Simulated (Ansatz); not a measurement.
Breaking the O4–H5 bond in AlFH2O (SMILES [OH][AlH][F]) (multiplicity 1 held, fragments rigid). Energies count from the point at 0.958 Å.
Geometry at that point (charge 0, multiplicity 1):
```json
[
 {"atom": "Al", "x (Å)": "-0.2244", "y (Å)": "-0.3699", "z (Å)": "0.1214"},
 {"atom": "H", "x (Å)": "-1.0285", "y (Å)": "-1.6418", "z (Å)": "0.5186"},
 {"atom": "F", "x (Å)": "1.2464", "y (Å)": "-0.0753", "z (Å)": "0.8183"},
 {"atom": "O", "x (Å)": "-0.8547", "y (Å)": "0.7027", "z (Å)": "-1.0173"},
 {"atom": "H", "x (Å)": "-0.4341", "y (Å)": "1.5074", "z (Å)": "-1.3228"}
]
```

Signs of static correlation in cc-pV(T+d)Z, with CASSCF(4,3), from Ansatz (an electronic-structure program) runs.

```csv
R (Å),T1 of restricted CCSD,⟨S²⟩ of UHF,largest double amplitude of restricted CCSD,weight of the CASSCF reference in MRCISD,CASSCF natural occupations
0.766,0.012,0.000,0.028,0.907,2.00 1.99 0.01
0.862,0.012,0.000,0.025,0.906,2.00 1.99 0.01
0.958,0.013,0.000,0.024,0.905,2.00 1.98 0.02
1.054,0.013,0.000,0.024,0.905,2.00 1.97 0.03
1.150,0.013,0.000,0.024,0.904,2.00 1.96 0.04
1.293,0.014,0.000,___,0.904,2.00 1.94 0.06
1.437,0.015,0.199,0.055,0.904,2.00 1.90 0.10
1.677,0.018,0.707,0.117,0.904,2.00 1.79 0.21
1.916,0.022,0.891,0.262,0.906,2.00 1.63 0.37
2.203,0.031,0.967,___,0.907,2.00 1.42 0.58
2.587,0.041,0.996,0.592,0.907,2.00 1.22 0.78
3.066,0.046,1.005,0.729,0.908,2.00 1.10 0.90
```

Task: Some entries are withheld; supply them.

Result: 
- 1.293, largest double amplitude of restricted CCSD: 0.034
- 2.203, largest double amplitude of restricted CCSD: 0.419

Doubts at one or more of the structures used: active orbitals that take no part (SC-NEVPT2 on CASSCF(4,3)/cc-pV(T+d)Z); a restricted determinant that unrestricted orbitals would lower (R-CCSD(T)/cc-pV(T+d)Z); other coupled-cluster roots lie near (R-CCSD(T)/cc-pV(T+d)Z); a spin-contaminated determinant (U-CCSD(T)/cc-pV(T+d)Z); T1 above 0.05 (U-CCSD(T)/cc-pV(T+d)Z).
